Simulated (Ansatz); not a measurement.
Relaxation of a periodic cell of 39 atoms, H$_{18}$C$_{10}$O$_{11}$ (contents 3 CH3CH2OH + 4 CO2, density as packed 0.85 g/cm³ with natural masses), to a largest force component of 0.3 eV/Å in at most 15 steps.

Theory: DFT PBE-D3(BJ), scalar-relativistic, plane waves, PAW (Ansatz). Settings: cutoff 420 eV, k mesh 1x1x1, fermi-dirac smearing 0.05 eV, no spin polarisation.

```xyz
39
Lattice="8.4832 0.0000 0.0000 0.0000 8.4832 0.0000 0.0000 0.0000 8.4832" Properties=species:S:1:pos:R:3:forces:R:3
C 5.065 -0.204 0.909 0.13 0.12 0.08
C 4.233 0.636 1.852 -0.12 -0.48 -0.26
O 2.897 0.629 1.353 0.00 0.15 0.18
H 2.355 1.167 1.954 -0.10 0.01 -0.10
H 4.276 0.219 2.868 -0.05 -0.04 0.15
H 4.631 1.660 1.897 0.04 0.18 -0.18
H 6.107 -0.238 1.239 0.05 -0.02 -0.06
H 4.674 -1.222 0.872 -0.02 -0.16 -0.01
H 5.028 0.218 -0.098 -0.01 0.05 -0.21
C 4.102 4.206 0.561 -0.18 0.16 0.06
C 2.933 5.165 0.563 0.29 -0.14 0.11
O 1.744 4.378 0.574 -0.33 0.07 0.08
H 0.987 4.987 0.575 0.02 -0.08 -0.07
H 2.981 5.818 1.447 -0.06 0.13 0.14
H 2.971 5.809 -0.327 -0.01 -0.05 0.15
H 5.049 4.751 0.553 0.15 0.05 0.03
H 4.068 3.573 1.450 0.01 -0.03 0.19
H 4.057 3.565 -0.322 -0.13 0.18 0.42
C 5.136 2.877 6.487 0.34 -0.38 -0.49
C 5.570 2.218 5.197 -0.13 0.27 0.10
O 4.924 2.913 4.132 0.01 0.02 -0.12
H 5.198 2.496 3.299 -0.03 0.07 0.02
H 6.664 2.271 5.095 -0.10 0.12 0.00
H 5.289 1.155 5.202 -0.13 -0.13 0.02
H 5.600 2.386 7.347 0.05 -0.04 0.08
H 5.424 3.930 6.484 0.06 0.17 0.02
H 4.051 2.816 6.591 -0.15 -0.11 -0.13
C 8.298 4.644 3.677 0.00 -0.06 -0.14
O 9.007 4.606 4.617 -0.53 -0.06 -0.70
O 7.589 4.682 2.736 0.46 0.04 0.65
C 6.787 7.703 4.515 -0.29 -0.31 0.29
O 6.638 7.178 5.560 0.19 0.35 -0.84
O 6.935 8.228 3.470 -0.29 -0.63 0.74
C 0.332 1.384 4.533 0.43 0.19 0.00
O 0.178 1.454 5.700 0.27 -0.23 -0.81
O 0.486 1.313 3.367 0.23 0.37 0.85
C 2.675 6.904 5.813 -0.22 -0.13 0.12
O 3.515 7.481 5.220 -0.51 -0.32 0.32
O 1.835 6.328 6.406 0.62 0.68 -0.67
```

Problem. Where does it end, and by what steps?

Solution. The run converged. The threshold is loose, so the end isn't yet a minimum. Limits of this set-up: coarse k mesh. After 8 steps the energy has fallen by 1.079 eV; H17 moved furthest, 1.33 Å.

```tsv
step	energy less start (eV)	largest force component (eV/Å)	accepted
0	0.0000	0.849	yes
1	-0.3797	0.517	yes
2	-0.6393	0.734	yes
3	-0.7798	0.455	yes
4	-0.8757	0.525	yes
5	-0.9484	0.471	yes
6	-1.0043	0.473	yes
7	-1.0470	0.375	yes
8	-1.0789	0.272	yes
```

```xyz
39
Lattice="8.4832 0.0000 0.0000 0.0000 8.4832 0.0000 0.0000 0.0000 8.4832" Properties=species:S:1:pos:R:3
C 5.400 -0.370 0.714
C 4.445 0.551 1.445
O 3.185 0.537 0.754
H 2.581 1.142 1.215
H 4.318 0.217 2.495
H 4.859 1.580 1.458
H 6.396 -0.347 1.182
H 5.036 -1.406 0.734
H 5.500 -0.061 -0.336
C 3.624 4.355 1.380
C 2.623 5.335 0.779
O 1.308 4.752 0.877
H 0.716 5.263 0.290
H 2.648 6.308 1.305
H 2.878 5.530 -0.281
H 4.644 4.754 1.306
H 3.405 4.161 2.442
H 3.593 3.402 0.829
C 5.193 2.890 6.597
C 5.627 2.230 5.305
O 5.116 3.009 4.212
H 5.288 2.530 3.384
H 6.730 2.178 5.256
H 5.235 1.199 5.256
H 5.601 2.346 7.459
H 5.553 3.926 6.642
H 4.097 2.893 6.681
C 7.770 4.589 2.933
O 8.414 4.504 3.910
O 7.095 4.681 1.981
C 6.897 7.030 5.272
O 6.526 6.520 6.256
O 7.270 7.540 4.284
C 1.204 1.606 4.068
O 1.225 1.545 5.237
O 1.175 1.658 2.896
C 2.372 7.168 5.720
O 3.320 7.570 5.158
O 1.420 6.764 6.272
```

Run time: 46 s on 1 thread of Arm Neoverse V1, with other jobs on the host, peak memory 0.53 GiB.
